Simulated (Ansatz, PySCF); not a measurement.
Gas-phase reaction in SMILES: COC(C)=O + 5 [H][H] (H2) -> 3 C (CH4) + 2 O (H2O)
Structures are relaxed separately at B3LYP-D3(BJ)/def2-TZVP in Ansatz (a quantum-chemistry and plane-wave program), one conformer each, not searched for the lowest.

Property: energy of full hydrogenation (enthalpy at 298 K, with B3LYP-D3(BJ) rigid-rotor harmonic-oscillator terms from PySCF), in kJ/mol. Valence correlation only, unless marked. Spin-orbit coupling is left out. No relativistic terms. Basis-set limits of correlation are two-point, X^-3; Hartree-Fock from the larger set. [CCSD(T)-MP2]/basis is that difference in the basis named.

```csv
level,program,energy of full hydrogenation (kJ/mol)
HF/cc-pVDZ,Ansatz,-308.0
RI-HF/aug-cc-pVQZ,Ansatz,-324.0
PBE0-D3(BJ)/def2-TZVPD,Ansatz + dftd3,-298.9
PBE0-D4/def2-TZVPD,Ansatz + dftd4,-297.4
TPSSh-D3(BJ)/def2-TZVPD,PySCF + dftd3,-239.0
B2PLYP-D4/def2-TZVPD,Ansatz + dftd4,-275.5
SCS-MP2/cc-pVDZ,Ansatz,-247.8
"RI-MP2/CBS(aug-cc-pVTZ,aug-cc-pVQZ)+[CCSD(T)-MP2]/aug-cc-pVDZ",Ansatz,-297.4
"RI-MP2/CBS(cc-pVTZ,cc-pVQZ)+[CCSD(T)-MP2]/cc-pVTZ",Ansatz,-298.9
"RI-MP2/CBS(aug-cc-pVTZ,aug-cc-pVQZ)+[CCSD(T)-MP2]/aug-cc-pVTZ",Ansatz,-299.7
```
